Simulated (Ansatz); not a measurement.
Calculated with Ansatz (gas phase, PBE0-D4/def2-TZVP geometries, no zero-point term in ΔE). CCSD(T)/CBS adds triple-zeta CCSD(T) − MP2 to the extrapolated MP2 energy (def2 sets, frozen cores). DFT in def2-TZVPP. B3LYP here is the variant with VWN-RPA as its local correlation; programs differ in this. No spin–orbit coupling; open shells (•) take unrestricted orbitals. One conformer a species, not always the lowest.

`O[SiH](O)N[SiH](O)Cl` → `[NH][SiH](O)Cl`• + `O[SiH]O`•  (homolysis of the N–Si bond)

(1) What is ΔE at CCSD(T)/CBS? (Estimate.)

(2) What do these levels give: B3LYP-D4, PBE, MP2/def2-TZVPP, MP2/def2-QZVPP, HF/CBS(def2), MP2/CBS(def2)? (Estimate.)

Largest T1 diagnostic among the species: 0.015.

## Answers

(1) The calculation gave: +129.0 kcal/mol.

(2) The calculation gave: B3LYP-D4 121.7, PBE 116.6, MP2/def2-TZVPP 132.6, MP2/def2-QZVPP 134.2, HF/CBS(def2) 97.3, MP2/CBS(def2) 135.4 kcal/mol.

The D4 term adds +5.4 kcal/mol with B3LYP and +3.1 kcal/mol with PBE0; it sums over pairs of atoms, weighted by their polarisabilities, and B3LYP, whose exchange is more repulsive, gets the larger term. In def2-TZVPP, CCSD(T) changes the Hartree–Fock value by +28.7 kcal/mol (the triples alone add +2.2 kcal/mol) and MP2 by +35.1 kcal/mol; breaking electron pairs costs correlation energy, which Hartree–Fock lacks.
